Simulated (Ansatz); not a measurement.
C2H8Sn, SMILES [SnH2]([CH3])[CH3].

The structure is a stationary point at r2SCAN-D4/def2-SVP. The structure was generated by enumeration; whether it is a known compound was not checked. The def2 effective core potentials stand for the cores of Sn; spin–orbit coupling is left out.

Two levels are set side by side: PBE/def2-SVPD (Ansatz, an electronic-structure program) and PBE0/def2-SVPD (Ansatz). Energy differences of separate SCF runs at the same geometry; the states with an electron removed or added have multiplicity 2 and 2. Differences are taken from unrounded values.

```csv
quantity,PBE0
vertical ionisation energy (eV),10.03
vertical singlet–triplet gap (eV),6.75
```

Q: What does PBE give, and how far is it from PBE0? (The exact figures need the calculation; the answer reports its results.)

A: 
```tsv
quantity	PBE	PBE minus PBE0
vertical ionisation energy (eV)	9.85	-0.18
vertical singlet–triplet gap (eV)	6.49	-0.26
```
